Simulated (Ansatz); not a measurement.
A structure relaxed at PBE0-D4/def2-TZVP, charge 0, multiplicity 2:

```
atom   x (Å)   y (Å)   z (Å)
  C1   1.802   0.344   1.701
 Al2   0.914  -0.070  -0.003
  S3  -1.265   0.152  -0.018
  C4  -1.756  -0.345  -1.699
  H5   1.832  -0.554   2.326
  H6   2.829   0.688   1.561
  H7   1.243   1.114   2.241
  H8  -2.289   0.482  -2.167
  H9  -0.892  -0.605  -2.310
 H10  -2.419  -1.207  -1.633
```

Question: Give its formula and SMILES.

Answer: C2H6AlS, `[CH3][Al][S]C`.

Question: Summarise the bond lengths by kind.

Answer: 1 × Al–C 1.966 Å; 6 × C–H 1.089 to 1.095 Å; 1 × Al–S 2.190 Å; 1 × C–S 1.820 Å.

All numbers were calculated with Ansatz.
